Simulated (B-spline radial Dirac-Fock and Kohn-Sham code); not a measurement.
## B⁺: eigenvalues, ΔSCF and the reference

System: B⁺, configuration 1s2 2s2.

The density-functional columns are spherical, spin-unpolarised Dirac-Kohn-Sham results without Breit or QED terms: −ε is minus the orbital energy of the initial state and ΔSCF the difference of two total energies. The reference in the last column comes from ΔSCF Dirac-Fock with Breit, self-energy and vacuum polarisation, finite nucleus, configuration average. All numbers are from a B-spline atomic structure program, in eV; a selection of levels is shown.

```
level  LDA −ε  LDA ΔSCF  PBE −ε  PBE ΔSCF  Dirac-Fock
   1s   191.7     221.4   193.6     223.6       217.7
   2s   19.41     25.30   19.51     25.42       23.45
```

Question: Order the estimates of the K (1s) level by their distance from the Dirac-Fock value, nearest first.
A. PBE ΔSCF
B. PBE −ε
C. LDA ΔSCF
D. LDA −ε

Answer: C (3.8 eV), A (6.0 eV), B (24.0 eV), D (25.9 eV).

For the outermost level NIST gives 25.15483 eV (measured); the differences from it are LDA −ε -5.74, LDA ΔSCF +0.14, PBE −ε -5.64, PBE ΔSCF +0.27, Dirac-Fock -1.70 eV.

Values without a named source are computed, but for edge energies of neutral atoms, which are taken from tables.
